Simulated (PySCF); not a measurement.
Isomers of C5H6Cl2O2.

All values: PBE0/pcSseg-1 (PySCF) at GFN2-xTB geometries, gas phase, one conformer each.

Task: Rank by the lowest Hirshfeld charge on any atom, highest value first.
A. `[CH3:1][O:2]/[C:3]([C:4](=[O:5])[Cl:6])=[C:7](\[CH3:8])[Cl:9]` with C1–O2–C3–C4 -77°, O2–C3–C4–O5 171°
B. `[CH3:1][C:2]([CH3:3])([C:4](=[O:5])[Cl:6])[C:7](=[O:8])[Cl:9]` with C1–C2–C4–O5 107°, C1–C2–C7–O8 -14°
C. `[O:1]=[C:2]([Cl:3])[CH2:4][CH2:5][CH2:6][C:7](=[O:8])[Cl:9]` with O1–C2–C4–C5 -1°, C2–C4–C5–C6 -178°, C4–C5–C6–C7 -67°, C5–C6–C7–O8 1°
D. `[O:1]=[C:2]1[CH2:3][C@@H:4]([Cl:5])[C@@H:6]([Cl:7])[CH2:8][O:9]1` with O1–C2–C3–C4 -162°, C2–C3–C4–Cl5 -169°, C3–C4–C6–Cl7 -60°, C4–C6–C8–O9 -49°
E. `[CH2:1]=[C:2]([C:3](=[O:4])[O:5][CH3:6])[CH:7]([Cl:8])[Cl:9]` with C1–C2–C3–O4 180°, C2–C3–O5–C6 180°, C1–C2–C7–Cl8 67°

Result: B (-0.178 e), C (-0.190 e), A (-0.205 e), E (-0.243 e), D (-0.262 e).

Task: Rank by the highest Hirshfeld charge on any atom, highest value first.
A. `[O:1]=[C:2]([Cl:3])[CH2:4][CH2:5][CH2:6][C:7](=[O:8])[Cl:9]` with O1–C2–C4–C5 -1°, C2–C4–C5–C6 -178°, C4–C5–C6–C7 -67°, C5–C6–C7–O8 1°
B. `[CH3:1][O:2]/[C:3]([C:4](=[O:5])[Cl:6])=[C:7](\[CH3:8])[Cl:9]` with C1–O2–C3–C4 -77°, O2–C3–C4–O5 171°
C. `[CH3:1][C:2]([CH3:3])([C:4](=[O:5])[Cl:6])[C:7](=[O:8])[Cl:9]` with C1–C2–C4–O5 107°, C1–C2–C7–O8 -14° (dimethylmalonyl chloride)
D. `[CH2:1]=[C:2]([C:3](=[O:4])[O:5][CH3:6])[CH:7]([Cl:8])[Cl:9]` with C1–C2–C3–O4 180°, C2–C3–O5–C6 180°, C1–C2–C7–Cl8 67°

Result: D (+0.207 e), A (+0.194 e), C (+0.180 e), B (+0.150 e).

Task: Rank by HOMO energy, lowest first.
A. `[O:1]=[C:2]1[CH2:3][C@@H:4]([Cl:5])[C@@H:6]([Cl:7])[CH2:8][O:9]1` with O1–C2–C3–C4 -162°, C2–C3–C4–Cl5 -169°, C3–C4–C6–Cl7 -60°, C4–C6–C8–O9 -49°
B. `[CH3:1][O:2]/[C:3]([C:4](=[O:5])[Cl:6])=[C:7](\[CH3:8])[Cl:9]` with C1–O2–C3–C4 -77°, O2–C3–C4–O5 171°
C. `[CH3:1][C:2]([CH3:3])([C:4](=[O:5])[Cl:6])[C:7](=[O:8])[Cl:9]` with C1–C2–C4–O5 107°, C1–C2–C7–O8 -14°

Result: C (-8.80 eV), A (-8.16 eV), B (-7.63 eV).

All values together:

```tsv
SMILES	μ (D)	HOMO (eV)	LUMO (eV)	lowest IAO charge (e)	highest IAO charge (e)	lowest Hirshfeld charge (e)	highest Hirshfeld charge (e)
O=C(Cl)CCCC(=O)Cl	3.10	-8.73	-1.40	-0.347 (O)	+0.375 (C)	-0.190 (O)	+0.194 (C)
CC(C)(C(=O)Cl)C(=O)Cl	2.65	-8.80	-1.78	-0.415 (C)	+0.360 (C)	-0.178 (O)	+0.180 (C)
CO/C(C(=O)Cl)=C(\C)Cl	4.19	-7.63	-2.22	-0.432 (C)	+0.323 (C)	-0.205 (O)	+0.150 (C)
C=C(C(=O)OC)C(Cl)Cl	3.53	-8.22	-2.00	-0.466 (O)	+0.510 (C)	-0.243 (O)	+0.207 (C)
O=C1C[C@@H](Cl)[C@@H](Cl)CO1	3.95	-8.16	-0.46	-0.432 (O)	+0.522 (C)	-0.262 (O)	+0.208 (C)
```

Conformers: `[O:1]=[C:2]([Cl:3])[CH2:4][CH2:5][CH2:6][C:7](=[O:8])[Cl:9]` with O1–C2–C4–C5 -1°, C2–C4–C5–C6 -178°, C4–C5–C6–C7 -67°, C5–C6–C7–O8 1°; `[CH3:1][C:2]([CH3:3])([C:4](=[O:5])[Cl:6])[C:7](=[O:8])[Cl:9]` with C1–C2–C4–O5 107°, C1–C2–C7–O8 -14°; `[CH3:1][O:2]/[C:3]([C:4](=[O:5])[Cl:6])=[C:7](\[CH3:8])[Cl:9]` with C1–O2–C3–C4 -77°, O2–C3–C4–O5 171°; `[CH2:1]=[C:2]([C:3](=[O:4])[O:5][CH3:6])[CH:7]([Cl:8])[Cl:9]` with C1–C2–C3–O4 180°, C2–C3–O5–C6 180°, C1–C2–C7–Cl8 67°; `[O:1]=[C:2]1[CH2:3][C@@H:4]([Cl:5])[C@@H:6]([Cl:7])[CH2:8][O:9]1` with O1–C2–C3–C4 -162°, C2–C3–C4–Cl5 -169°, C3–C4–C6–Cl7 -60°, C4–C6–C8–O9 -49°.
